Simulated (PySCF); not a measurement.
A structure optimised at PBE0-D3(BJ)/def2-SVP, used in a PySCF frequency run:

```xyz
7

Mg     0.0000     0.0000     1.2681
F      0.0000     0.0000     3.0256
O      0.0000     0.0000    -0.5188
Si     0.0000     0.0000    -2.1572
H     -1.2105     0.6989    -2.6987
H      0.0000    -1.3978    -2.6987
H      1.2105     0.6989    -2.6987
```
Charge 0, spin multiplicity 1.

**Question.** Write its SMILES, formula and point group.

**Answer.** [F][Mg][O][SiH3], FH3MgOSi, C3v

**Question.** What are its rotational constants (standard atomic weights)?

**Answer.** 85.540, 1.3601, 1.3601 GHz
